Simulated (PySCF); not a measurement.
## Spin states of TlH

Unrestricted PBE0; PySCF, scalar-relativistic core potentials, basis sets Tl def2-TZVPP with ECP60, H def2-TZVPP. Outer shells of the fragments: Tl 5d10 6s2 6p1; H 1s1.

Followed along the bond (rough minima from three points):

```json
{"2Ms+1": "1", "unpaired": "none", "⟨S²⟩ at the start": "0.00", "R at minimum (Å)": "1.90", "Te (eV)": "0.00"}
{"2Ms+1": "3", "unpaired": "σ ↑, π ↑", "⟨S²⟩ at the start": "2.01", "R at minimum (Å)": "1.89", "Te (eV)": "2.27"}
```

Solutions found at the starting distance of 1.750 Å, counted from the lowest of them; the search is not exhaustive and high or unbound solutions are not listed, so other states can lie among these:

| 2Ms+1 | unpaired | term | E (eV) | ⟨S²⟩ | ⟨Lz²⟩ | μ (D) |
| --- | --- | --- | --- | --- | --- | --- |
| 1 | none | ¹Σ⁺ | 0.00 | 0.00 | 0.00 | -0.66 |
| 3 | σ ↑, π ↑ | ³Π | 2.20 | 2.01 | 1.00 | 0.03 |
| 1 | σ ↑, π ↓ | mixed | 2.42 | 1.01 | 1.00 | 0.07 |
| 3 | σ ↑↑ | ³Σ⁺ | 5.25 | 2.00 | 0.00 | 2.84 |
| 3 | π ↑↑ | ³Σ⁻ | 6.32 | 2.08 | 0.00 | 0.16 |
| 1 | π ↑↓ | mixed | 6.66 | 1.00 | 2.01 | 0.14 |

A term symbol is given only where ⟨S²⟩ and ⟨Lz²⟩ are close to those of a pure state; real π, δ and φ orbitals otherwise mix terms. A positive dipole means Tl(−)H(+).

These are scalar-relativistic numbers at best; spin–orbit coupling would shift them, the dissociation energy most. Counting both spins, an empty level lies below a filled one in some of these solutions, because spin and occupation are held.
